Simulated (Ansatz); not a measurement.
Input file for Ansatz (a first-principles code): R-r2SCAN/def2-TZVPP on AsBH4O2 (SMILES OB(O)[AsH2]), a point of a torsion scan.

Ansatz 0.2 input:
```yaml
crystal:
  periodic: [false, false, false]
  atoms:
    - {symbol: O, position_ang: [-1.27478541, -1.16420091, 0.40485833]}
    - {symbol: B, position_ang: [-0.45927670, -0.13139568, 0.11685595]}
    - {symbol: O, position_ang: [-0.99283005, 1.11655078, 0.11919369]}
    - {symbol: As, position_ang: [1.46152100, -0.64883099, -0.34848186]}
    - {symbol: H, position_ang: [-2.18532932, -0.93502766, 0.60268243]}
    - {symbol: H, position_ang: [-0.40822741, 1.84493628, -0.08583967]}
    - {symbol: H, position_ang: [2.04686805, 0.64121003, 0.18796436]}
    - {symbol: H, position_ang: [1.68973146, -1.28359046, 0.98730962]}
basis:
  gaussian:
    orbitals: def2-TZVPP
hamiltonian:
  xc: {name: r2SCAN}
scf: {lower_state_search: off}
```

It printed:

```
WARN ansatz: RAYON_NUM_THREADS=1 ignored (pool sized by the plan → 1); use --threads N
Functional definition: r2SCAN
these checks for a lower state are left out or cut short: stability, starts, cluster_reference, orbital_swaps, neighbouring_geometries, increment
integrals: 0.11 GiB planned
1080 factors; their error is unknown
mean field: 0.78 GiB planned
mean field evaluation 1: about -65670.6352 eV, gradient 7.3e1 eV
mean field evaluation 2: about -65651.1617 eV, gradient 1.2e2 eV
mean field evaluation 4: about -65679.1251 eV, gradient 4.1e0 eV
mean field evaluation 8: about -65679.1613 eV, gradient 2.3e-1 eV
mean field evaluation 16: about -65679.1540 eV, gradient 1.6e-4 eV
mean field -65679.15399221 eV, -2413.6643902842 hartree, gradient 5.4e-6 eV, S^2 0.000000; 0 other end points of the search recorded, 0 dependent functions left out
reference -65679.15400307 eV, -2413.6643906833 hartree; 29, 29 occupied and 168, 168 virtual orbitals, 1080 factors
Total energy: -65679.15400307 eV, -2413.6643906833 hartree
Checks for a lower state left out: stability, starts, cluster_reference, orbital_swaps, neighbouring_geometries, increment
```

Self-consistency was reached.

Cost: roughly 4 core-seconds.
